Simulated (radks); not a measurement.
All-electron atom: Mn+ in [Ar] 3d4.75 4s1.25 (fractional occupations, a model configuration). Method: non-relativistic Kohn-Sham, PBE, spin-polarised, spherical densities, point nucleus; open shells are filled with parallel spins first; computed with a radial shooting solver on a logarithmic mesh with Libxc functionals.

Unscreened Slater integrals over Kohn-Sham orbitals (cm^-1). They are taken over the spin-up orbitals.

integral,value
"F0(4s,4s)",72258
"F0(4s,3d)",90612
"G2(4s,3d)",11715
"F0(4s,3p)",92884
"G1(4s,3p)",5813.3
"F0(4s,3s)",93283
"G0(4s,3s)",4157.3
"F0(3d,3d)",179940
"F2(3d,3d)",82318
"F4(3d,3d)",51037
"F0(3d,3p)",197240
"F2(3d,3p)",92492
"G1(3d,3p)",114780
"G3(3d,3p)",69287
"F0(3d,3s)",201520
"G2(3d,3s)",86790
"F0(3p,3p)",219560
"F2(3p,3p)",109890
"F0(3p,3s)",224750
"G1(3p,3s)",149040
"F0(3s,3s)",230420

Derived for the open shells (J is the average intra-shell exchange parameter used in DFT+U). 3d: Racah B = F2/49 - 5 F4/441 = 1101 cm^-1, C = 35 F4/441 = 4051 cm^-1, C/B = 3.68, F4/F2 = 0.620, J = (F2 + F4)/14 = 9525 cm^-1.
